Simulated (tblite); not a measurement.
Compound: C₄H₉FO₃Si.
Atom-mapped SMILES: `[CH3:1][O:2][C@@:3]1([O:4][SiH2:5][OH:6])[CH2:7][C@H:8]1[F:9]` (hydrogens: H10, H11, H12 on C1; H13, H14 on Si5; H15 on O6; H16, H17 on C7; H18 on C8)

Computed with GFN2-xTB (tblite), gas phase: L-BFGS steps from a force-field or distance-geometry start until the largest atomic force falls under 0.01 eV/Å.

Step 19: E = -867.9236 eV
```
atom  x, y, z in Å  |  force x, y, z in eV/Å
C1     -1.0742    1.4284    1.2679    0.108  -0.042   0.062
O2     -0.7506    0.0501    1.1183    0.005   0.044  -0.126
C3     -0.4400   -0.3027   -0.1743    0.012  -0.041  -0.112
O4      0.7465    0.1973   -0.6549    0.065  -0.139   0.162
Si5     2.0936   -0.0433    0.2707    0.049   0.061   0.263
O6      3.3648    0.1622   -0.7059   -0.128   0.088  -0.015
C7     -0.8106   -1.6915   -0.6182    0.018   0.024   0.129
C8     -1.5537   -0.5030   -1.1519   -0.130   0.039  -0.107
F9     -2.8182   -0.2890   -0.6917   -0.119  -0.057  -0.033
H10    -1.1984    1.5642    2.3363   -0.077   0.085   0.103
H11    -1.9936    1.7042    0.7403    0.071  -0.153   0.024
H12    -0.2479    2.0490    0.9139   -0.022   0.055  -0.039
H13     2.2156   -1.4208    0.7459   -0.022   0.192  -0.092
H14     2.0415    0.9669    1.3395    0.124  -0.145  -0.096
H15     3.3486    0.8628   -1.3536    0.060  -0.013  -0.062
H16    -0.1089   -2.1713   -1.2844   -0.134  -0.067   0.072
H17    -1.3352   -2.3133    0.0833    0.017  -0.116   0.078
H18    -1.4881   -0.2437   -2.1930    0.104   0.184  -0.212
```

Step 20: E = -867.9398 eV
```
atom  x, y, z in Å  |  force x, y, z in eV/Å
C1     -1.0847    1.4246    1.2841    0.070  -0.044   0.021
O2     -0.7515    0.0508    1.1124   -0.006  -0.011  -0.062
C3     -0.4383   -0.3070   -0.1799    0.015  -0.043  -0.048
O4      0.7597    0.1703   -0.6518    0.051  -0.127   0.135
Si5     2.1117   -0.0486    0.2727    0.091   0.105   0.121
O6      3.3684    0.1781   -0.7243   -0.182   0.061   0.064
C7     -0.8318   -1.6964   -0.6111    0.064   0.039   0.198
C8     -1.5436   -0.5046   -1.1690   -0.069   0.175  -0.082
F9     -2.8097   -0.2526   -0.7395   -0.172  -0.063  -0.012
H10    -1.2077    1.5479    2.3570   -0.038   0.045   0.007
H11    -2.0111    1.6976    0.7662    0.086  -0.144   0.022
H12    -0.2676    2.0575    0.9311   -0.013   0.058  -0.026
H13     2.2644   -1.4233    0.7529   -0.034   0.233  -0.101
H14     2.0417    0.9770    1.3257    0.145  -0.164  -0.075
H15     3.3414    0.8741   -1.3777    0.026  -0.042  -0.017
H16    -0.1378   -2.2058   -1.2609   -0.106  -0.077   0.056
H17    -1.3702   -2.2856    0.1071   -0.012  -0.159   0.063
H18    -1.4422   -0.2474   -2.2068    0.085   0.155  -0.265
```

**Question.** Estimate the geometry and energy of step 21. (The exact step hangs on the optimiser's Hessian estimate; all steps are aligned on step 20, rigid shifts and turns removed.)

**Answer.** E = -867.9539 eV, largest force 0.237 eV/Å
```
atom  x, y, z in Å  |  force x, y, z in eV/Å
C1     -1.0934    1.4204    1.3000    0.033  -0.038  -0.030
O2     -0.7521    0.0514    1.1061   -0.016  -0.056   0.030
C3     -0.4365   -0.3115   -0.1858    0.005  -0.024   0.043
O4      0.7738    0.1423   -0.6455    0.003  -0.096   0.060
Si5     2.1304   -0.0518    0.2761    0.073   0.118  -0.044
O6      3.3690    0.1954   -0.7405   -0.154   0.019   0.106
C7     -0.8520   -1.7001   -0.6013    0.045   0.055   0.163
C8     -1.5352   -0.5039   -1.1868    0.032   0.229  -0.051
F9     -2.8046   -0.2218   -0.7872   -0.139  -0.054  -0.024
H10    -1.2173    1.5335    2.3767    0.012   0.000  -0.083
H11    -2.0261    1.6887    0.7914    0.076  -0.121   0.007
H12    -0.2868    2.0669    0.9472   -0.004   0.048  -0.004
H13     2.3102   -1.4202    0.7584   -0.031   0.201  -0.084
H14     2.0458    0.9824    1.3112    0.156  -0.105   0.017
H15     3.3351    0.8841   -1.4013   -0.012  -0.047   0.010
H16    -0.1706   -2.2409   -1.2387   -0.081  -0.063   0.065
H17    -1.4033   -2.2607    0.1310   -0.030  -0.152   0.022
H18    -1.3952   -0.2476   -2.2227    0.033   0.086  -0.204
```

The energy changes by -0.0141 eV. The first-order estimate −F·Δx gives -0.0204 eV and the mean of the old and new forces, exact on a quadratic surface, -0.0140 eV. The step makes an angle of 79° with the force vector and moves no atom by more than 0.057 Å.

The cost below is that of the whole relaxation. The run took 0.87 s wall on one thread, Arm Neoverse V1 (aarch64), shared host.
